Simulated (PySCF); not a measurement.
An isoelectronic set: 23 electrons

PBE in PySCF with def2-SVPD on every atom, for the lowest determinant that a PBE0 search found; no spin–orbit coupling. All have 23 electrons, 3 of them in the valence shells, and the same state, a doublet (σ ↑). For ions De leads to the atom and ion picked by measured ionisation energies and electron affinities.

| species | difference of nuclear charges | Re (Å) | ωe (cm⁻¹) | k (mdyn/Å) | De (eV) | dissociates to |
| --- | --- | --- | --- | --- | --- | --- |
| Na₂⁻ | 0 | 3.506 | 102 | 0.0709 | 0.87 | Na + Na⁻ |
| NaAl⁺ | 2 | 3.445 | 121 | 0.107 | 1.03 | Na⁺ + Al |
| KB⁺ | 14 | 3.380 | 137 | 0.0949 | 0.37 | K⁺ + B |
| CaBe⁺ | 16 | 2.988 | 283 | 0.346 | 0.90 | Ca⁺ + Be |

**Question.** Which member of the whole set has the stiffest bond, and how does it compare with the softest?

**Answer.** CaBe⁺ with k = 0.346 mdyn/Å, 4.9 times that of Na₂⁻.

Weak bonds: KB⁺. Basis-set superposition, not corrected here, can be much of De in a small basis, most of all at correlated wavefunction levels. For an ion De counts to the pair picked by the measured ionisation energies or electron affinities, which need not be the lowest pair at this level. The highest Kohn–Sham level is positive in this anion. Much of that is self-interaction error, but it also means that the finite basis helps to hold the extra electron. States were picked by a PBE0 search and need not be the measured ground states.
